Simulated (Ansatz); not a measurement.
Be3Se2, relaxed as a triplet with UKS r2SCAN-D4/def2-SVP in Ansatz, starting from the r2SCAN-D4/def2-SVP geometry of the neutral singlet. Force threshold 0.02 eV/Å.

At r2SCAN-D4/def2-SVP a singlet of charge 0 lies 1.76 eV below the triplet, each at its own geometry. The structure comes from a short search, and lower isomers may exist.

Start:

| atom | x (Å) | y (Å) | z (Å) |
| --- | --- | --- | --- |
| Be1 | -0.3979 | 0.2154 | 0.7859 |
| Be2 | 0.5654 | 0.7397 | -1.2001 |
| Be3 | 0.4109 | -1.2684 | -0.7283 |
| Se4 | -0.1352 | 2.1568 | 0.1012 |
| Se5 | -0.4432 | -1.8436 | 1.0414 |

Estimate the energy that the relaxation releases and the steps that it takes.

1.0 kcal/mol, in 4 steps; 23 s on 4 threads of Arm Neoverse V1 on a shared host. No frequencies were taken in this run, so the end may be a saddle point.

Does the start keep its bonding and symmetry?

By distances, no bond broke or formed. The bond that changes most is Be2–Be3, from 2.07 to 2.18 Å (atoms count from 1). Point group C2v at the start, C2v at the end, both within 0.05 Å.

Predict the relaxed structure.


```
atom    x (Å)    y (Å)    z (Å)
 Be1  -0.3689   0.1997   0.7288
 Be2   0.5640   0.7956  -1.2016
 Be3   0.4012  -1.3180  -0.7049
 Se4  -0.1438   2.1655   0.1178
 Se5  -0.4524  -1.8428   1.0599
```
Bond lengths (bridged metal pairs left out): 4 × Be–Se 2.03 to 2.07 Å; 1 × Be–Be 2.18 Å.
